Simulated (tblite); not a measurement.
Compound: B₂H₆NP.
SMILES with atom numbers: `[BH2:1][NH:2][BH:3][PH2:4]` (hydrogens: H5, H6 on B1; H7 on N2; H8 on B3; H9, H10 on P4)

Computed with GFN2-xTB (tblite), gas phase: Langevin dynamics at 400 K from the optimised GFN2-xTB geometry, time step 0.5 fs, friction 0.01 fs⁻¹, 2000 steps. The instantaneous temperature is 2·E(kin)/(3Nk) with all 3N coordinates.

```tsv
t (fs)	T (K)	E(pot) above start (eV)	B1–N2 (Å)	N2–B3 (Å)	B3–P4 (Å)	B1–H5 (Å)	B1–N2–B3–P4 (°)
0	339	0.000	1.409	1.411	1.897	1.171	177
25	242	0.200	1.414	1.453	1.938	1.170	171
50	312	0.206	1.390	1.437	1.869	1.204	170
75	307	0.250	1.383	1.438	1.935	1.153	159
100	386	0.343	1.366	1.452	1.895	1.155	157
125	327	0.563	1.403	1.464	1.927	1.170	162
150	416	0.452	1.413	1.429	1.811	1.174	170
175	421	0.461	1.446	1.444	1.915	1.224	177
200	414	0.520	1.438	1.411	1.841	1.218	-176
225	511	0.525	1.426	1.372	2.007	1.199	-165
250	637	0.482	1.423	1.387	1.955	1.185	-158
275	535	0.663	1.458	1.465	1.841	1.190	-163
300	385	0.650	1.477	1.496	1.883	1.188	178
325	485	0.486	1.429	1.430	1.933	1.176	170
350	528	0.475	1.399	1.424	1.877	1.188	163
375	444	0.550	1.397	1.382	1.931	1.173	160
400	388	0.661	1.439	1.371	1.861	1.169	163
425	361	0.695	1.490	1.418	1.956	1.166	154
450	423	0.365	1.455	1.416	1.881	1.183	158
475	499	0.327	1.408	1.398	1.884	1.199	171
500	459	0.298	1.388	1.428	1.955	1.225	-179
525	401	0.362	1.393	1.459	1.889	1.236	-174
550	406	0.480	1.372	1.415	1.914	1.253	-174
575	370	0.625	1.375	1.459	1.803	1.232	-163
600	447	0.621	1.400	1.442	1.975	1.276	-165
625	397	0.490	1.404	1.431	1.906	1.266	-170
650	435	0.417	1.375	1.410	1.977	1.208	180
675	294	0.347	1.390	1.403	1.855	1.151	177
700	301	0.185	1.432	1.407	1.879	1.156	-176
725	320	0.225	1.439	1.427	1.935	1.157	-176
750	252	0.318	1.440	1.412	1.861	1.157	-178
775	364	0.253	1.428	1.391	1.928	1.152	-179
800	446	0.191	1.431	1.421	1.885	1.153	179
825	387	0.350	1.453	1.437	1.858	1.191	177
850	319	0.388	1.428	1.422	1.913	1.199	-175
875	260	0.284	1.428	1.463	1.975	1.199	-172
900	402	0.258	1.373	1.426	1.835	1.154	-173
925	476	0.373	1.377	1.381	1.924	1.155	-177
950	411	0.180	1.401	1.435	1.886	1.144	172
975	346	0.351	1.389	1.450	1.909	1.141	168
1000	359	0.436	1.400	1.387	1.964	1.144	158
```

Problem. From 500 fs on, how do temperature and potential energy compare with equipartition?

Solution. The mean temperature of these 21 frames is 374 K against the target 400 K, and the mean potential energy 0.35 eV against 24 × kT/2 = 0.41 eV for 24 classical harmonic modes. For 10 atoms in a canonical ensemble the temperature itself scatters by T·√(2/(3N)) = 103 K; here its standard deviation is 63 K. The whole run lasts only 10 friction times of 100 fs, so these averages carry a wide statistical error.

Problem. What are the kinetic and total energies of the listed frame with the highest potential energy?

Solution. The one at 425 fs, 0.695 eV above the start. Its kinetic energy is 3NkT/2 = 0.467 eV at 361 K, so the sum is 1.16 eV; over the listed frames the sum runs from 0.44 to 1.35 eV, since the thermostat adds and removes energy.

Problem. How much do the listed bonds fluctuate from 500 fs on?

Solution. 
```json
{"bond": "B1–N2", "at the start (Å)": "1.409", "mean (Å)": "1.405", "standard deviation (Å)": "0.025"}
{"bond": "N2–B3", "at the start (Å)": "1.411", "mean (Å)": "1.424", "standard deviation (Å)": "0.023"}
{"bond": "B3–P4", "at the start (Å)": "1.897", "mean (Å)": "1.906", "standard deviation (Å)": "0.047"}
{"bond": "B1–H5", "at the start (Å)": "1.171", "mean (Å)": "1.188", "standard deviation (Å)": "0.043"}
```

The motion is classical and holds no zero-point motion.

The cost below is that of the whole dynamics run. On one thread of an Arm Neoverse V2, no GPU, shared host with 96 logical CPUs at a one-minute load of 59, this took 5.2 s of wall time and 0.18 GiB of memory at its peak.
